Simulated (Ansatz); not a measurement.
perylene, `c1cc2cccc3c4cccc5cccc(c(c1)c23)c54`, relaxed as a singlet with RKS PBE-D4/def2-SVP in Ansatz, starting from the GFN2-xTB geometry. Force threshold 0.03 eV/Å.

Start:

```xyz
32

C    -3.1363   -0.4901   -1.9757
C    -2.3402    0.0859   -2.9261
C    -1.0155    0.4522   -2.6170
C    -0.1929    1.0465   -3.5939
C     1.0897    1.4068   -3.2884
C     1.5943    1.1855   -2.0073
C     0.8305    0.6017   -1.0108
C     1.3518    0.3683    0.3311
C     2.6442    0.7115    0.6903
C     3.1359    0.4895    1.9763
C     2.3384   -0.0821    2.9278
C     1.0160   -0.4533    2.6162
C     0.1928   -1.0444    3.5943
C    -1.0906   -1.4027    3.2893
C    -1.5935   -1.1865    2.0066
C    -0.8279   -0.6083    1.0084
C    -1.3488   -0.3762   -0.3340
C    -2.6420   -0.7185   -0.6918
C    -0.5066    0.2228   -1.3101
C     0.5090   -0.2290    1.3076
H    -4.1533   -0.7724   -2.2086
H    -2.7095    0.2697   -3.9247
H    -0.5976    1.2105   -4.5822
H     1.7231    1.8643   -4.0349
H     2.6103    1.4881   -1.8129
H     3.3101    1.1642   -0.0264
H     4.1507    0.7768    2.2114
H     2.7055   -0.2590    3.9285
H     0.5956   -1.2049    4.5840
H    -1.7260   -1.8559    4.0363
H    -2.6108   -1.4860    1.8127
H    -3.3062   -1.1752    0.0241
```

**Question.** Estimate the energy that the relaxation releases and the steps that it takes.

**Answer.** 6.1 kcal/mol, in 4 steps; 18 s on 8 threads of Intel Xeon Platinum 8259CL on a shared host. No frequencies were taken in this run, so the end may be a saddle point.

**Question.** Does the start keep its bonding and symmetry?

**Answer.** By distances, no bond broke or formed. The bond that changes most is C3–C19, from 1.42 to 1.44 Å (atoms count from 1). Point group D2h at the start, D2h at the end, both within 0.05 Å.

**Question.** Predict the relaxed structure.

**Answer.** 
| atom | x (Å) | y (Å) | z (Å) |
| --- | --- | --- | --- |
| C1 | -3.1732 | -0.4987 | -1.9974 |
| C2 | -2.3691 | 0.0849 | -2.9642 |
| C3 | -1.0313 | 0.4605 | -2.6552 |
| C4 | -0.1959 | 1.0605 | -3.6391 |
| C5 | 1.1053 | 1.4220 | -3.3262 |
| C6 | 1.6126 | 1.1979 | -2.0291 |
| C7 | 0.8362 | 0.6108 | -1.0200 |
| C8 | 1.3633 | 0.3752 | 0.3366 |
| C9 | 2.6726 | 0.7234 | 0.6978 |
| C10 | 3.1737 | 0.4971 | 1.9969 |
| C11 | 2.3692 | -0.0853 | 2.9640 |
| C12 | 1.0313 | -0.4602 | 2.6553 |
| C13 | 0.1955 | -1.0592 | 3.6395 |
| C14 | -1.1059 | -1.4204 | 3.3267 |
| C15 | -1.6129 | -1.1970 | 2.0294 |
| C16 | -0.8362 | -0.6109 | 1.0200 |
| C17 | -1.3630 | -0.3760 | -0.3369 |
| C18 | -2.6719 | -0.7252 | -0.6984 |
| C19 | -0.5153 | 0.2299 | -1.3270 |
| C20 | 0.5154 | -0.2302 | 1.3269 |
| H21 | -4.2075 | -0.7891 | -2.2361 |
| H22 | -2.7495 | 0.2667 | -3.9811 |
| H23 | -0.6025 | 1.2305 | -4.6479 |
| H24 | 1.7513 | 1.8860 | -4.0868 |
| H25 | 2.6481 | 1.4977 | -1.8189 |
| H26 | 3.3397 | 1.1868 | -0.0414 |
| H27 | 4.2082 | 0.7869 | 2.2355 |
| H28 | 2.7495 | -0.2666 | 3.9811 |
| H29 | 0.6019 | -1.2286 | 4.6484 |
| H30 | -1.7522 | -1.8835 | 4.0875 |
| H31 | -2.6486 | -1.4965 | 1.8192 |
| H32 | -3.3388 | -1.1895 | 0.0406 |
Bond lengths: 24 × C–C 1.39 to 1.47 Å; 12 × C–H 1.10 Å.
